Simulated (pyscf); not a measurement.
## Ring closure: •HC=C=O → cyclic C₂HO (SMILES [C]1=CO1) [doublet]

Gas phase, doublet surface, charge 0. Bonds broken: none. Bonds formed: C1–O3. Optimised with ωB97X-D3(BJ)/def2-SVP in PySCF. MP2 and CC: frozen core, UHF for open shells. ΔMP2 is the change of the MP2 total energy from the triple- to the quadruple-zeta basis.

Transition state (Å):

```xyz
4

C      0.0338     0.5015    -0.0936
C      1.5147     0.5761    -0.1776
O      1.3552     0.7637     1.0274
H     -0.4229    -0.4069     0.3411
```

One imaginary mode, 1135i cm⁻¹; descent along it reached the two sides named.

| bond | change | reactant side (Å) | saddle | product side |
|---|---|---|---|---|
| C1–O3 | forms | 2.457 | 1.753 | 1.330 |

Electronic energies relative to the reactant's lowest minimum found (kcal/mol):

| level | barrier | reaction energy | reverse barrier |
|---|---|---|---|
| ωB97X-D3(BJ)/def2-TZVP | 77.1 | +51.0 | 26.1 |
| PBE/def2-TZVP | 75.3 | +54.5 | 20.8 |
| r²SCAN/def2-TZVP | 77.9 | +56.8 | 21.1 |
| B3LYP-D3(BJ)/def2-TZVP | 78.7 | +56.4 | 22.3 |
| PBE0-D3(BJ)/def2-TZVP | 78.7 | +54.2 | 24.5 |
| M06-2X/def2-TZVP | 79.0 | +51.3 | 27.7 |
| ωB97M-D3(BJ)/def2-TZVP | 77.5 | +51.8 | 25.7 |
| HF/def2-TZVP | 78.2 | +58.0 | 20.2 |
| MP2/def2-QZVPP | 88.8 | +51.7 | 37.1 |
| CCSD/def2-TZVPP | 76.8 | +53.0 | 23.8 |
| CCSD(T)/def2-TZVPP | 74.6 | +52.1 | 22.5 |
| CCSD(T)/def2-TZVPP + ΔMP2(QZVPP) | 74.9 | +52.0 | 23.0 |

With CCSD(T)/def2-TZVPP + ΔMP2(QZVPP) energies and thermal terms (ideal gas, 1 atm, RRHO with modes under 100 cm⁻¹ raised to 100, one conformer, R ln 2 for chiral ones without a mode under 150 cm⁻¹), in kcal/mol:

```
T (K)   ΔH‡   ΔG‡     ΔH     ΔG
-----  ----  ----  -----  -----
298    72.9  72.3  +52.0  +51.7
600    72.4  71.8  +51.7  +51.5
900    72.0  71.6  +51.7  +51.4
1200   71.6  71.5  +51.7  +51.3
```

Another saddle between the same species, by other bonds, lies lower (62.3 kcal/mol against 77.5 kcal/mol at ωB97M-D3(BJ)). The CCSD(T) − MP2 part came from Ansatz, without density fitting, on the same reference. An open-shell T1 diagnostic exceeds 0.045. A UHF reference is spin-contaminated (<S²> up to 1.12), which harms MP2 most.
